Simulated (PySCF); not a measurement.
Computed shifts of a molecule CH₂ClFO₂Si, PBE0/pcSseg-1 (PySCF), GIAO, gas phase, atoms alike by connectivity averaged where their shifts nearly agree, in ppm (number of nuclei): ¹³C: 164.0 (1). ²⁹Si: -28.7 (1). ¹⁹F: -135.0 (1). ¹H: 8.06 (1), 5.36 (1). References: ¹⁷O against H2O (σ = 334.2 ppm); ¹³C against TMS (σ = 186.3 ppm); ²⁹Si against TMS (σ = 352.7 ppm); ¹⁹F against CFCl3 (σ = 167.2 ppm); ³⁵Cl against HCl (σ = 945.9 ppm); ¹H against TMS (σ = 31.56 ppm), references at their B3LYP-D3(BJ)/def2-TZVP geometries, non-relativistic (without spin–orbit terms, shifts of atoms bonded to Cl or Br come out too high). Geometry optimised at B3LYP-D3(BJ)/def2-SVP. Other conformers were not sampled.

Q: Pick the molecule that these values belong to.
A. O=CO[Si@@H](F)Cl
B. O=C(O)[Si@H](F)Cl
C. F[Si]1(Cl)OCO1
D. O=C[Si@](O)(F)Cl

A: A, O=CO[Si@@H](F)Cl
